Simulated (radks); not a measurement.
Values are calculated unless marked as measured or tabulated.
The silicon anion Si4-, [Ar], held by a Watson sphere: a shell of charge +4 at radius R that stands for the Madelung well of a crystal (potential energy -4/R inside, -4/r outside, in hartree with lengths in bohr). Level of theory: scalar-relativistic Kohn-Sham, PBE, spin-polarised, spherical densities, point nucleus (a radial shooting solver on a logarithmic mesh with Libxc functionals). Response by self-consistent Sternheimer equations with the Hartree and adiabatic LDA kernel, the relativistic mass of each level held fixed and spin-orbit coupling left out. The sphere does not respond.

R (bohr)  e(2p) (eV)  e(3s) (eV)  e(3p) (eV)  <r> 3p (bohr)  sum of <r^2> (bohr^2)  X-ray form factor at sin(theta)/lambda = 0.1 1/angstrom  alpha (bohr^3)
1.86         -93.647     -15.978      -8.196          2.315                  49.70                                                   14.988           30.13
2.03         -92.731     -15.273      -7.894          2.403                  53.07                                                   14.825           33.86
2.48         -91.897     -13.536      -7.031          2.646                  62.96                                                   14.382           47.11
2.84         -91.909     -12.347      -6.348          2.843                  71.67                                                   14.034           61.90
3.38         -92.165     -10.914      -5.418          3.141                  85.81                                                   13.548           93.35
3.89         -92.376      -9.906      -4.678          3.426                  100.4                                                   13.144           136.8
3.92         -92.386      -9.856      -4.638          3.443                  101.3                                                   13.122           139.9
4.27         -92.477      -9.340      -4.216          3.643                  112.1                                                   12.882           180.6
4.62         -92.536      -8.938      -3.856          3.847                  123.6                                                   12.671           231.3
